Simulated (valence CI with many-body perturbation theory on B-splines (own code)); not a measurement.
# Energy levels of Yb47+

Computed by valence CI with perturbative core correlation (CI+MBPT): five valence electrons over a frozen Dirac-Fock core [Ar], a basis of 7 s, 7 p, 8 d, 6 f, 4 g, 1 h functions for each j, with the one-electron correlation potential Σ1 (screened to all orders), the two-electron term Σ2, the three-electron term Σ3, Breit, model QED; selected single and double excitations, second order for the rest, scaled by the run's own slope (own B-spline code, finite nucleus).

No measured spectrum was set against this ion. As an estimate, large intervals hold to a few tenths of a per cent, small ones and those within an open d or f shell to about a per cent. Among the levels kept, up to 550 cm⁻¹ of a level comes from second order outside the variational space, and about a tenth of that is noise between levels of different J, which matters for small intervals. Only levels of the ground parity were solved; by the run's estimate the other parity begins above the list, which can be wrong where configurations are misplaced.

Levels 1 to 32 of 32, with energies above the lowest level, (3d3/2^4 3d5/2) J=5/2. "Leading %" is the weight of the configuration and term that name the level; weights of strongly mixed levels are sums over their largest components and can fall short, so below about 35 % the name and the second component can differ from the true leading terms, or belong to a minority configuration. In the jj column 3d3/2^4 stands for four electrons in 3d with j = 3/2.

```csv
No.,Configuration,Term,J,E (eV),Leading %,Leading jj,g,Second component
1,3d⁵,⁴P,5/2,0.00,27,3d3/2^4 3d5/2 (95 %),1.313,24 % 3d⁵ ²D
2,3d⁵,⁶S,5/2,42.72,37,3d3/2^3 3d5/2^2 (92 %),1.334,23 % 3d⁵ ²F
3,3d⁵,⁴G,7/2,53.84,34,3d3/2^3 3d5/2^2 (99 %),1.156,25 % 3d⁵ ²F
4,3d⁵,²H,11/2,55.19,43,3d3/2^3 3d5/2^2 (99 %),1.105,34 % 3d⁵ ⁴G
5,3d⁵,⁴D,3/2,55.39,39,3d3/2^3 3d5/2^2 (98 %),1.170,30 % 3d⁵ ⁴P
6,3d⁵,²G,9/2,60.08,30,3d3/2^3 3d5/2^2 (97 %),1.134,30 % 3d⁵ ⁴G
7,3d⁵,²D,5/2,63.27,31,3d3/2^3 3d5/2^2 (94 %),1.135,29 % 3d⁵ ⁴D
8,3d⁵,⁴P,1/2,66.06,45,3d3/2^3 3d5/2^2 (90 %),1.814,29 % 3d⁵ ²S
9,3d⁵,²F,7/2,67.71,39,3d3/2^3 3d5/2^2 (97 %),1.079,32 % 3d⁵ ²G
10,3d⁵,²D,3/2,82.38,60,3d3/2^3 3d5/2^2 (88 %),0.794,20 % 3d⁵ ⁴F
11,3d⁵,⁶S,5/2,95.77,32,3d3/2^2 3d5/2^3 (90 %),1.289,28 % 3d⁵ ²D
12,3d⁵,⁴D,7/2,103.57,52,3d3/2^2 3d5/2^3 (99 %),1.210,41 % 3d⁵ ⁴G
13,3d⁵,²I,11/2,104.14,50,3d3/2^2 3d5/2^3 (99 %),1.085,49 % 3d⁵ ⁴G
14,3d⁵,⁴G,9/2,106.02,61,3d3/2^2 3d5/2^3 (97 %),1.141,36 % 3d⁵ ²G
15,3d⁵,²I,13/2,108.93,100,3d3/2^2 3d5/2^3 (100 %),1.067,
16,3d⁵,⁴D,1/2,110.06,78,3d3/2^2 3d5/2^3 (98 %),0.475,15 % 3d⁵ ²S
17,3d⁵,⁴P,3/2,111.25,53,3d3/2^2 3d5/2^3 (97 %),1.169,34 % 3d⁵ ⁴F
18,3d⁵,²F,5/2,112.50,42,3d3/2^2 3d5/2^3 (97 %),1.020,31 % 3d⁵ ⁴D
19,3d⁵,²H,9/2,117.44,53,3d3/2^2 3d5/2^3 (100 %),1.098,47 % 3d⁵ ⁴F
20,3d⁵,²G,7/2,119.72,61,3d3/2^2 3d5/2^3 (100 %),0.981,35 % 3d⁵ ²F
21,3d⁵,⁴F,5/2,121.58,64,3d3/2^2 3d5/2^3 (98 %),1.045,26 % 3d⁵ ²D
22,3d⁵,²D,3/2,122.51,86,3d3/2^2 3d5/2^3 (87 %),0.845,11 % 3d⁵ ⁴D
23,3d⁵,²G,7/2,127.67,46,3d3/2^2 3d5/2^3 (95 %),1.033,35 % 3d⁵ ²F
24,3d⁵,⁴P,1/2,127.77,41,3d3/2^2 3d5/2^3 (83 %),1.772,37 % 3d⁵ ²P
25,3d⁵,²G,9/2,135.78,78,3d3/2^2 3d5/2^3 (97 %),1.104,11 % 3d⁵ ⁴F
26,3d⁵,²P,3/2,150.28,74,3d3/2^2 3d5/2^3 (97 %),1.180,24 % 3d⁵ ²D
27,3d⁵,²D,5/2,152.45,68,3d3/2^2 3d5/2^3 (79 %),1.211,14 % 3d⁵ ⁴D
28,3d⁵,²F,5/2,157.61,31,3d3/2 3d5/2^4 (85 %),1.187,29 % 3d⁵ ⁴P
29,3d⁵,²F,7/2,165.31,28,3d3/2 3d5/2^4 (99 %),1.181,28 % 3d⁵ ⁴F
30,3d⁵,²H,11/2,166.89,56,3d3/2 3d5/2^4 (99 %),1.066,27 % 3d⁵ ²I
31,3d⁵,²D,3/2,168.40,30,3d3/2 3d5/2^4 (98 %),0.969,30 % 3d⁵ ⁴D
32,3d⁵,²G,9/2,173.89,56,3d3/2 3d5/2^4 (96 %),1.111,17 % 3d⁵ ⁴F
```

The ionisation energy to 3d⁴ ³P0 of the next ion comes out as 4051.2 eV (NIST: 4051 ± 4 eV (theoretical)). All 32 levels together are meant to be complete up to 175.14 eV.
